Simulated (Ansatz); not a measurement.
`C[SiH](S)Br` → `CBr` + `[SiH]S` at 700 K and 1 bar (silylene formation by 1,1-elimination).

Calculated with Ansatz (gas phase, PBE0-D4/def2-TZVP geometries, no zero-point term in ΔE). CCSD(T)/CBS is the MP2 limit (def2-TZVPP, def2-QZVPP) plus CCSD(T) − MP2 in def2-TZVPP, frozen cores. This one scheme is used for every species. For Br outer-core shells are correlated without core-valence functions, which leaves a few kJ/mol of doubt a bond. Scalar relativity is left out up to krypton. One conformer a species, not always the lowest.

```
      species  CCSD(T)/CBS energy (Eh)  H − E (kJ/mol)  S (J/(mol·K))
`C[SiH](S)Br`              -3301.32855           221.3          460.7
        `CBr`              -2613.17401           130.7          291.4
     `[SiH]S`               -688.02937            79.2          304.9
```

H − E and S are ideal-gas, rigid-rotor, harmonic terms from PBE0-D4/def2-TZVP, for one conformer and one mirror image of each species. 1 Eh = 2625.50 kJ/mol, R = 8.31446 J/(mol·K).

Task: By hand: ΔE, ΔH, ΔS and ΔG.

Result: ΔE = (-2613.17401) + (-688.02937) − (-3301.32855) = 0.12517 Eh = 328.6 kJ/mol. Δ(H − E) = 130.7 + 79.2 − 221.3 = -11.4, so ΔH = 317.2 kJ/mol. ΔS = 291.4 + 304.9 − 460.7 = 135.6 J/(mol·K). ΔG = 317.2 − 700 × (135.6)/1000 = 222.3 kJ/mol.

Task: By hand: the equilibrium constant, and the temperature at which ΔG would vanish if ΔH and ΔS stayed fixed.

Result: log₁₀ K = −ΔG/(RT ln 10) = -16.6. ΔG = 0 at ΔH/ΔS = 2339 K.

The number of gas molecules changes by +1, which sets the sign of ΔS. A doubt of 5 kJ/mol in ΔE shifts log₁₀ K by 0.4 here. Other conformers and mirror images would add mixing entropy, several J/(mol·K) or more a flexible species. These are equilibria of isolated gas molecules and say nothing of rates. Largest T1 diagnostic: 0.016 (customary marks: 0.02 for closed shells, 0.045 for open ones).
